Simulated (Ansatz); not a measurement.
Coupled-cluster run, C₃H₁₀O₃Si₂, SMILES `C=C[Si@@H](O)O[Si@@H](C)O`.

```yaml
crystal:
  periodic: [false, false, false]
  atoms:
    - {symbol: C, position_ang: [-0.981252, -2.014949, -2.480043]}
    - {symbol: C, position_ang: [-1.465061, -1.096206, -1.647990]}
    - {symbol: Si, position_ang: [-1.007084, -1.025147, 0.139048]}
    - {symbol: O, position_ang: [0.246850, -2.086810, 0.336676]}
    - {symbol: O, position_ang: [-0.539994, 0.482842, 0.546466]}
    - {symbol: Si, position_ang: [0.858749, 1.349608, 0.485339]}
    - {symbol: C, position_ang: [0.802902, 2.722778, 1.718015]}
    - {symbol: O, position_ang: [2.126489, 0.375982, 0.863238]}
    - {symbol: H, position_ang: [-1.248880, -2.041393, -3.532826]}
    - {symbol: H, position_ang: [-0.288765, -2.777895, -2.137240]}
    - {symbol: H, position_ang: [-2.152366, -0.349427, -2.042673]}
    - {symbol: H, position_ang: [-2.120131, -1.396703, 1.047491]}
    - {symbol: H, position_ang: [0.309390, -2.523777, 1.187067]}
    - {symbol: H, position_ang: [0.994129, 1.865689, -0.903226]}
    - {symbol: H, position_ang: [0.670168, 2.328356, 2.728070]}
    - {symbol: H, position_ang: [-0.024167, 3.402720, 1.500526]}
    - {symbol: H, position_ang: [1.732249, 3.296991, 1.693356]}
    - {symbol: H, position_ang: [2.086785, -0.512658, 0.498707]}
basis:
  gaussian: {orbitals: def2-TZVPP}
correlation: {method: ccsd_t}
```

```sh
$ ansatz run in.yaml --threads 3 --pin off --events-out ev --progress --plain --backend cuda
```

Output of Ansatz, abridged:

```
Functional definition: HF
2425 factors; integrals over basis functions are off by at most 1.1e-3 eV
mean field evaluation 1: about -25087.6923 eV, gradient 6.4e1 eV
mean field evaluation 2: about -25088.1476 eV, gradient 6.5e1 eV
mean field evaluation 4: about -25096.3174 eV, gradient 5.4e0 eV
mean field evaluation 8: about -25096.4308 eV, gradient 2.5e-1 eV
mean field -25096.43107285 eV, -922.2768309553 hartree, gradient 8.2e-6 eV, S^2 0.000000; 0 other end points of the search recorded, 0 dependent functions left out
16 core orbitals not correlated: weight in the atoms' cores, before any rotation towards them, 1.000 or more for the frozen orbitals, at most 0.000 for the correlated occupied ones
reference -25096.43107285 eV, -922.2768309553 hartree; 24, 24 occupied and 370, 370 virtual orbitals, 2425 factors
second order -39.43405018 eV of doubles, -0.00000000 eV of singles
cycle   1  -39.85436964 eV  change   -4.2e-1 eV  update   1.3e-1
cycle   2  -40.76994454 eV  change   -9.2e-1 eV  update   3.8e-2
cycle   3  -40.97423043 eV  change   -2.0e-1 eV  update   1.9e-2
cycle   4  -40.95458450 eV  change    2.0e-2 eV  update   4.5e-3
cycle   5  -40.95362700 eV  change    9.6e-4 eV  update   2.0e-3
cycle   6  -40.95504691 eV  change   -1.4e-3 eV  update   5.6e-4
cycle   7  -40.95485186 eV  change    2.0e-4 eV  update   2.2e-4
cycle   8  -40.95475415 eV  change    9.8e-5 eV  update   6.4e-5
cycle   9  -40.95478031 eV  change   -2.6e-5 eV  update   2.5e-5
perturbative correction -1.58225504 eV, -0.0581468001 hartree
Total energy: -25138.96810819 eV, -923.8400381715 hartree
```

Run time 20 s (3 threads of an AMD EPYC 7R13 on a shared host and a share of an NVIDIA H100 80 GB); peak host memory 1.7 GiB.

The correlation energy is -42.537 eV, 3.7 % of it from (T); the T1 diagnostic reads 0.0116.
